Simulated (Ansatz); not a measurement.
ClH6SbSi2 (`[SiH3][Sb]([SiH3])[Cl]`), relaxed with RKS PBE-D4/def2-SVP in the Gaussian-basis code of Ansatz from a rough embedded geometry. The force threshold is 0.03 eV/Å; the program also tests the step.

The species carries charge 0 and has multiplicity 1. Sb: def2 effective core potential.

Start:

```xyz
10

Si   -0.254    0.563    1.656
Sb    1.308    0.937   -0.209
Si    0.339   -1.022   -1.411
Cl   -0.168    2.388   -1.310
H    -0.256    1.784    2.578
H    -1.627    0.350    1.210
H     0.170   -0.615    2.481
H    -1.082   -1.008   -1.388
H     0.782   -1.069   -2.824
H     0.789   -2.306   -0.783
```

Q: By how much does the energy fall, and how many steps does the optimiser take? (Best estimate.)

A: Computed: 0.32 eV, in 3 steps.

Q: Which bonds change most? (An estimate is asked.)

A: The calculation gave: Si1–Sb2 from 2.461 to 2.606 Å; Sb2–Si3 from 2.495 to 2.606 Å; Sb2–Cl4 from 2.344 to 2.431 Å; Si3–H8 from 1.422 to 1.502 Å.

Q: Give the relaxed structure. (An estimate is asked.)

A: The calculation gave: 
```xyz
10

Si   -0.281    0.582    1.735
Sb    1.385    0.963   -0.232
Si    0.342   -1.089   -1.454
Cl   -0.157    2.479   -1.344
H    -0.270    1.801    2.616
H    -1.672    0.336    1.224
H     0.178   -0.604    2.545
H    -1.158   -1.037   -1.400
H     0.803   -1.072   -2.886
H     0.830   -2.360   -0.804
```
